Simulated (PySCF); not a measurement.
Excitation energy of Cu by level of theory

Cu [Ar] 3d10 4s1 (2S) → Cu [Ar] 3d9 4s1 5s1 (4D), as a difference of total energies. Computed with PySCF 2.14 in x2c-TZVPPall with one added diffuse shell each of s, p, d, f type (7s6p5d3f1g, 80 functions), with the spin-free X2C one-electron Hamiltonian (Gaussian nucleus). Correlated levels: valence and next inner shell: [Ne] frozen. The calculations carry no spin-orbit coupling.

| method | excitation energy (eV) |
| --- | --- |
| UHF | 4.785 |
| MP2 (valence and next inner shell) | 9.082 |
| SCS-MP2 (valence and next inner shell) | 8.546 |
| CCSD (valence and next inner shell) | 7.465 |
| CCSD(T) (valence and next inner shell) | 7.744 |

Question: How much does correlation contribute at CCSD(T) (valence and next inner shell)?

Answer: 7.744 − (4.785) = 2.959 eV, measured against UHF.

The upper state lies above the first ionisation limit, but in LS coupling its spin forbids autoionisation to the ground ion. A Rydberg-like electron needs more diffuse functions than a valence basis has.

The promoted electron is Rydberg-like, and one or two diffuse shells describe it only roughly, which tends to raise the upper state.
